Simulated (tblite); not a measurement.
C6H5FSi.
Numbering: `[CH:1]#[C:2]/[CH:3]=[C:4](/[C:5]#[CH:6])[SiH2:7][F:8]` (hydrogens: H9 on C1; H10 on C3; H11 on C6; H12, H13 on Si7)

A start from a force field or distance geometry was refined with GFN2-xTB geometry optimisation, gas phase (tblite). Values at the start:

```csv
coordinate,start
C1≡C2,1.206 Å
C1–H9,1.076 Å
C2–C3,1.452 Å
C3=C4,1.324 Å
C3–H10,1.079 Å
C4–C5,1.436 Å
C4–Si7,1.832 Å
C5≡C6,1.218 Å
C6–H11,1.068 Å
Si7–F8,1.699 Å
Si7–H12,1.481 Å
C1–C2–C3,178.1°
C2–C3–C4,121.1°
C3–C4–C5,116.5°
C3–C4–Si7,121.0°
C4–C5–C6,177.8°
C4–Si7–F8,107.5°
C5–C4–Si7,122.5°
C3–C4–Si7–F8,-135°
```

How do these coordinates change at the GFN2-xTB level?

```csv
coordinate,GFN2-xTB (Å or °),change
Si7–F8,1.612,-0.087
C4–Si7,1.891,+0.059
C2–C3,1.403,-0.049
Si7–H12,1.452,-0.029
C1–H9,1.049,-0.027
C4–C5,1.409,-0.027
C3=C4,1.349,+0.025
C6–H11,1.049,-0.019
C5≡C6,1.202,-0.016
C3–H10,1.085,+0.006
C1≡C2,1.203,-0.003
C5–C4–Si7,116.3,-6.2
C3–C4–Si7,124.4,+3.4
C2–C3–C4,124.2,+3.1
C3–C4–C5,119.3,+2.8
C4–Si7–F8,106.7,-0.8
C1–C2–C3,177.4,-0.7
C4–C5–C6,178.3,+0.5
C3–C4–Si7–F8,-140,-5
```

The energy falls by 30.5 kJ/mol over 48 L-BFGS steps, the largest force on an atom goes from 2.61 to 0.010 eV/Å, and the atoms move by 0.163 Å rms after alignment. The bond that changes most is Si7–F8 (fluorine-bound silicon to silicon-bound fluorine), which shortens by 0.087 Å. Bonds longer at the end by more than 0.005 Å: 3 of 12; shorter: 8. Rotational constants go from 2098, 1336, 855.7 to 2242, 1269, 842.0 MHz.

On an Intel Xeon 6975P-C with one thread, shared host with 192 logical CPUs at a one-minute load of 36, this took 0.22 s of wall time.

Its lowest GFN2-xTB frequency is 8 cm⁻¹, too small to tell a flat minimum from a shallow saddle. The numbers are those of one conformer. 3 starts were optimised and ended at 0.00, 0.25 and 0.29 kcal/mol (GFN2-xTB); the lowest of these is shown.

The values belong to the conformer `[CH:1]#[C:2]/[CH:3]=[C:4](/[C:5]#[CH:6])[SiH2:7][F:8]`: C3–C4–Si7–F8 -140°.

The numbers are calculated, not measured.
